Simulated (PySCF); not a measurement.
Simulated outer-valence photoelectron spectrum of `C#[C][Ga]([F])[Cl]`. Theory: EOM-IP-CCSD/aug-cc-pVDZ in PySCF, restricted Hartree–Fock reference, frozen core, non-relativistic, gas phase, PBE0-D3(BJ)/def2-SVP geometry.

Each root has a Gaussian of 0.4 eV full width with its one-hole share as area; cross sections and vibrations are left out, and the highest printed point is 100.

ionisation energy (eV), intensity and a bar:
```
     11.1          1 
     11.2          3 #
     11.3         12 ###
     11.4         32 #########
     11.5         63 ###################
     11.6         91 ###########################
     11.7         97 #############################
     11.8         81 ########################
     11.9         61 ##################
     12.0         57 #################
     12.1         67 ####################
     12.2         78 #######################
     12.3         78 #######################
     12.4         66 ####################
     12.5         45 #############
     12.6         23 #######
     12.7          9 ###
     12.8          4 #
     12.9          7 ##
     13.0         17 #####
     13.1         34 ##########
     13.2         48 ##############
     13.3         48 ##############
     13.4         34 ##########
     13.5         17 #####
     13.6          6 ##
     13.7          1 
     13.8          0 
     13.9          0 
     14.0          0 
     14.1          2 
     14.2          7 ##
     14.3         23 #######
     14.4         51 ###############
     14.5         84 #########################
     14.6        100 ##############################
     14.7         90 ###########################
     14.8         70 #####################
     14.9         59 ##################
     15.0         56 #################
     15.1         47 ##############
     15.2         29 #########
     15.3         13 ####
     15.4          4 #
     15.5          1 
     15.6          0
```

Where are the maxima, and how many lines lie under the curve?

4 maxima, at 11.7, 12.3, 13.3 and 14.6 eV, from 8 lines. At this width some lines have no maximum of their own.

List the lines with their holes.

```
E (eV)  leading hole (HF orbital)  area  Koopmans (eV)
 11.62                       HOMO  0.96          11.68
 11.72                     HOMO-1  0.96          11.73
 12.14                     HOMO-2  0.95          12.96
 12.38                     HOMO-3  0.95          13.11
 13.25                     HOMO-4  0.95          14.39
 14.56                     HOMO-6  0.94          16.83
 14.63                     HOMO-5  0.94          16.47
 15.03                     HOMO-7  0.94          17.13
```

The widest gap, 1.31 eV, lies between 13.25 and 14.56 eV. Only orbitals with −ε under 21 eV, eight at most, were ionised, so the high end of the curve may lack lines.

The run took 3.7 min of wall time on one thread of an Arm Neoverse V2, no GPU, shared host with 96 logical CPUs at a one-minute load of 32, and the process peaked at 2.5 GiB of memory.
